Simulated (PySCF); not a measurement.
## Telling isomers of C5H12O2Si2 apart by NMR

All values are calculated (PySCF 2.14): geometry: GFN2-xTB, shielding tensors at PBE0/pcSseg-1 (GIAO). A single conformation, fast rotation and ring inversion assumed for equivalent nuclei, in vacuum, non-relativistic Hamiltonian.

Referencing at the same level of theory: TMS for 1H (σref 31.72), 13C (σref 186.93). Where no couplings were computed, multiplicities follow the n + 1 count of equivalent neighbours, and m marks all less simple cases (inequivalent or close neighbours, rings, F or P nearby). Shifts are as computed. Against solution values, carbons near 30 ppm lie about +3 ppm off and those near 130 ppm about +5 ppm. Of 1211 compounds with measured shifts, 218 miss one by over three times the rms of a fit or turn the order of signals round; such compounds aren't used in these exercises. OH and NH positions are gas-phase values without hydrogen bonding to other molecules.

(1) Tabulate the signals of `CC(C)O[Si@H](O)C#C[SiH3]`, `OCCC1=C(CO)[SiH2][SiH2]1`, `C=C[Si@@H](OC)C(=C)O[SiH3]` and their relative energies.

(2) What is the quickest way to tell CC(C)O[Si@H](O)C#C[SiH3] from C=C[Si@@H](OC)C(=C)O[SiH3]?

(3) What is the quickest way to tell OCCC1=C(CO)[SiH2][SiH2]1 from C=C[Si@@H](OC)C(=C)O[SiH3]?

(4) What is the quickest way to tell CC(C)O[Si@H](O)C#C[SiH3] from OCCC1=C(CO)[SiH2][SiH2]1?

Answers

(1) 
```json
{"SMILES": "CC(C)O[Si@H](O)C#C[SiH3]", "carbon types": "2×C 1×CH 2×CH3", "δC": "124.1, 106.4, 66.7, 27.7, 26.9", "δH": "4.62 (s, 1H), 4.23 (s, 3H), 4.12 (m, 1H), 1.97 (br s, 1H), 1.42 (d, 3H), 1.24 (d, 3H)", "E rel. (kcal/mol)": "0.0"}
{"SMILES": "OCCC1=C(CO)[SiH2][SiH2]1", "carbon types": "2×C 3×CH2", "δC": "183.2, 174.3, 62.9, 62.1, 41.2", "δH": "4.78 (m, 2H), 4.70 (m, 2H), 4.42 (s, 2H), 3.91 (t, 2H), 2.61 (t, 2H), 2.07 (br s, 1H), 0.91 (br s, 1H)", "E rel. (kcal/mol)": "50.3"}
{"SMILES": "C=C[Si@@H](OC)C(=C)O[SiH3]", "carbon types": "1×C 1×CH 2×CH2 1×CH3", "δC": "168.2, 145.0, 142.4, 106.7, 53.3", "δH": "6.62 (m, 1H), 6.45 (m, 1H), 6.28 (m, 1H), 5.14 (m, 1H), 5.01 (d, 1H), 5.01 (m, 1H), 4.89 (s, 3H), 3.89 (s, 3H)", "E rel. (kcal/mol)": "23.1"}
```

Energies are electronic energies at PBE0/pcSseg-1 on these geometries, without zero-point or thermal terms, each for the one conformer computed, which needn't be the lowest.

(2) Both give the same number of carbon signals, but DEPT or the intensities differ. The first has an alkyne carbon (C) at 106.4 ppm, the second a terminal =CH2 carbon at 145.0 ppm. Their most deshielded carbons lie at 124.1 and 168.2 ppm. In the proton spectra the most deshielded non-exchanging signals are 4.62 (s, 1H) and 6.62 (m, 1H).

(3) Both give the same number of carbon signals, but DEPT or the intensities differ. The first has an allylic sp3 CH2 at 41.2 ppm, the second a terminal =CH2 carbon at 145.0 ppm. Their most deshielded carbons lie at 183.2 and 168.2 ppm. In the proton spectra the most deshielded non-exchanging signals are 4.78 (m, 2H) and 6.62 (m, 1H).

(4) Both give the same number of carbon signals, but DEPT or the intensities differ. The first has an alkyne carbon (C) at 106.4 ppm, the second an allylic sp3 CH2 bonded to O at 62.9 ppm. Their most deshielded carbons lie at 124.1 and 183.2 ppm.
